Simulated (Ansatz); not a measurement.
Abridged output of a molecular run in Ansatz:

```
Functional definition: HF
2119 factors; integrals over basis functions are off by at most 1.0e-3 eV
mean field evaluation 1: about -17661.1933 eV, gradient 6.2e1 eV
mean field evaluation 2: about -17661.5700 eV, gradient 6.2e1 eV
mean field evaluation 4: about -17668.5812 eV, gradient 4.5e0 eV
mean field evaluation 8: about -17668.6642 eV, gradient 2.7e-1 eV
mean field -17668.66440714 eV, -649.3114407117 hartree, gradient 2.4e-6 eV, S^2 0.000000; 0 other end points of the search recorded, 0 dependent functions left out
11 core orbitals not correlated: weight in the atoms' cores, before any rotation towards them, 1.000 or more for the frozen orbitals, at most 0.000 for the correlated occupied ones
reference -17668.66440714 eV, -649.3114407117 hartree; 22, 22 occupied and 321, 321 virtual orbitals, 2119 factors
second order -38.07058544 eV of doubles, -0.00000000 eV of singles
cycle   1  -38.15246049 eV  change   -8.2e-2 eV  update   1.2e-1
cycle   2  -38.95957134 eV  change   -8.1e-1 eV  update   3.2e-2
cycle   3  -39.12907979 eV  change   -1.7e-1 eV  update   1.5e-2
cycle   4  -39.11121025 eV  change    1.8e-2 eV  update   3.1e-3
cycle   5  -39.11119512 eV  change    1.5e-5 eV  update   1.4e-3
cycle   6  -39.11199282 eV  change   -8.0e-4 eV  update   4.0e-4
cycle   7  -39.11170385 eV  change    2.9e-4 eV  update   1.6e-4
cycle   8  -39.11162753 eV  change    7.6e-5 eV  update   4.8e-5
cycle   9  -39.11163906 eV  change   -1.2e-5 eV  update   1.9e-5
perturbative correction -1.44414784 eV, -0.0530714542 hartree
Total energy: -17709.22019404 eV, -650.8018383904 hartree
```

Its atoms:

```xyz
16

C     1.4362   -0.1922   -1.0059
N     0.2358   -0.3839   -0.2301
C    -0.0351   -1.7651    0.0915
Si   -0.7033    0.8659    0.4382
O    -2.2983    0.5035    0.4152
O    -0.3269    2.1892   -0.4573
O    -0.4735    1.1555    2.0368
H     2.3283   -0.5508   -0.4719
H     1.3810   -0.7446   -1.9535
H     1.5742    0.8629   -1.2389
H    -0.9629   -1.8533    0.6597
H     0.7723   -2.2118    0.6888
H    -0.1408   -2.3685   -0.8201
H    -2.6853    0.4067   -0.4557
H    -0.5258    3.0335   -0.0503
H     0.4241    1.0531    2.3533
```

Which basis set was used?
A. cc-pV(D+d)Z
B. def2-TZVPP
C. def2-SVPD
D. cc-pV(Q+d)Z

B. It gives 354 functions.

Write the keys of the input that set method, charge and spin (a neutral closed shell needs none for the last two).


```yaml
correlation: {method: ccsd_t}
```
